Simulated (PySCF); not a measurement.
Start geometry of `[SiH2](SCC(F)F)F` from GFN2-xTB (Å):
```
atom  x, y, z in Å
F1     3.417    0.049   -0.716
Si2    1.977    0.282   -0.006
S3     0.570   -0.807   -1.240
C4    -0.943    0.003   -0.775
C5    -1.430   -0.415    0.606
F6    -0.657    0.178    1.567
F7    -2.678    0.025    0.849
H8     1.685    1.702   -0.114
H9     2.101   -0.299    1.329
H10   -1.725   -0.333   -1.483
H11   -0.881    1.082   -0.812
H12   -1.397   -1.495    0.786
```

Problem. What comes out of this run: PBE0-D3(BJ)/def2-SVP geometry optimisation, gas phase in PySCF 2.14.0?

Solution. 
```
atom  x, y, z in Å
F1     3.3555    0.2302   -0.8369
Si2    1.9666    0.2213    0.0038
S3     0.6024   -0.9788   -1.1423
C4    -0.9404   -0.0862   -0.7848
C5    -1.4377   -0.3251    0.6191
F6    -0.5305    0.1552    1.5116
F7    -2.5887    0.3483    0.8118
H8     1.4342    1.6070    0.0745
H9     2.2916   -0.3538    1.3319
H10   -1.6908   -0.4523   -1.4999
H11   -0.8249    0.9980   -0.9393
H12   -1.6000   -1.3927    0.8439
```

The energy falls by 0.129 eV over 7 energy and gradient evaluations, the largest force component goes from 0.0245 to 2.6e-04 Eh/bohr, and the atoms move by 0.195 Å rms after alignment. The bond that changes most is S3–C4 (ends: sulfur bonded to C and Si; sp3 carbon bound to sulfur), which lengthens by 0.039 Å. Bonds longer at the end by more than 0.005 Å: 5 of 11; shorter: 4. Among the angles that change most is H8–Si2–H9, from 118.3° to 113.4°. Among the dihedrals that turn most is H8–Si2–S3–C4, from -46° to -29°. Rotational constants go from 3946, 881.9, 754.9 to 3835, 907.4, 782.0 MHz. The orientation of the end geometry is arbitrary; only internal coordinates are fixed.

The run used 131 basis functions and 48 SCF cycles in all.

PBE0-D3(BJ)/def2-SVP frequencies: not computed here. One conformer, not necessarily the lowest.
